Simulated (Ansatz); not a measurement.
Input (CCSDT(Q)/aug-cc-pVDZ; Ansatz, a program for electronic structure):

Ansatz 0.2 input:
```yaml
crystal:
  periodic: [false, false, false]
  atoms:
    - {symbol: B, position_ang: [-0.75292693, -0.03938241, -0.04068470]}
    - {symbol: N, position_ang: [0.69916731, -0.00104991, -0.01098677]}
    - {symbol: H, position_ang: [-1.23341142, -0.71105686, -0.90474779]}
    - {symbol: H, position_ang: [-1.20904296, 1.12392383, 0.06209953]}
    - {symbol: H, position_ang: [-1.19454407, -0.24121976, 1.11522353]}
    - {symbol: H, position_ang: [1.22013636, 0.53055227, 0.67094606]}
    - {symbol: H, position_ang: [1.28732554, -0.49793807, -0.66319044]}
basis:
  gaussian:
    orbitals: aug-cc-pVDZ
magnetization: {spin_polarized: true, initial_magnetization: 1}
correlation: {method: ccsdt_q, electrons: outside_noble_gas}
```

Output:

```
Functional definition: HF
integrals: 0.22 GiB planned
1500 factors; integrals over basis functions are off by at most 2.3e-7 eV
mean field: 0.25 GiB planned
mean field evaluation 1: about -2228.3933 eV, gradient 2.2e1 eV
mean field evaluation 2: about -2228.3918 eV, gradient 2.2e1 eV
mean field evaluation 4: about -2230.8364 eV, gradient 2.4e0 eV
mean field evaluation 8: about -2230.9652 eV, gradient 3.5e-1 eV
mean field evaluation 16: about -2230.2415 eV, gradient 1.2e1 eV
mean field evaluation 32: about -2227.3317 eV, gradient 1.0e-1 eV
mean field -2230.97841570 eV, -81.9869445655 hartree, gradient 8.4e-6 eV, S^2 0.790615; 0 other end points of the search recorded, 0 dependent functions left out
2 core orbitals not correlated
reference -2230.97841570 eV, -81.9869445655 hartree; 7, 6 occupied and 82, 83 virtual orbitals, 1500 factors
second order -7.84577760 eV of doubles, -0.00000000 eV of singles
coupled cluster: 4.06 GiB planned
cycle   1  -8.47935723 eV  change   -6.3e-1 eV  update   9.0e-2
cycle   2  -8.99964571 eV  change   -5.2e-1 eV  update   3.8e-2
cycle   3  -9.19829828 eV  change   -2.0e-1 eV  update   2.8e-2
cycle   4  -9.16377017 eV  change    3.5e-2 eV  update   1.5e-2
cycle   5  -9.17352519 eV  change   -9.8e-3 eV  update   8.1e-3
cycle   6  -9.18111605 eV  change   -7.6e-3 eV  update   3.6e-3
cycle   7  -9.17826985 eV  change    2.8e-3 eV  update   1.3e-3
cycle   8  -9.17813848 eV  change    1.3e-4 eV  update   5.9e-4
cycle   9  -9.17849557 eV  change   -3.6e-4 eV  update   2.2e-4
cycle  10  -9.17829645 eV  change    2.0e-4 eV  update   9.0e-5
cycle  11  -9.17830025 eV  change   -3.8e-6 eV  update   4.4e-5
cycle  12  -9.17832102 eV  change   -2.1e-5 eV  update   1.7e-5
cycle  13  -9.17832710 eV  change   -6.1e-6 eV  update   8.2e-6
cycle  14  -9.17833491 eV  change   -7.8e-6 eV  update   3.8e-6
cycle  15  -9.17833818 eV  change   -3.3e-6 eV  update   1.8e-6
cycle  16  -9.17833845 eV  change   -2.7e-7 eV  update   9.5e-7
perturbative correction -0.01785467 eV, -0.0006561471 hartree
Total energy: -2240.17460883 eV, -82.3248984294 hartree
```

The determinant is spin-contaminated: <S^2> is 0.79, 0.04 over the pure value.
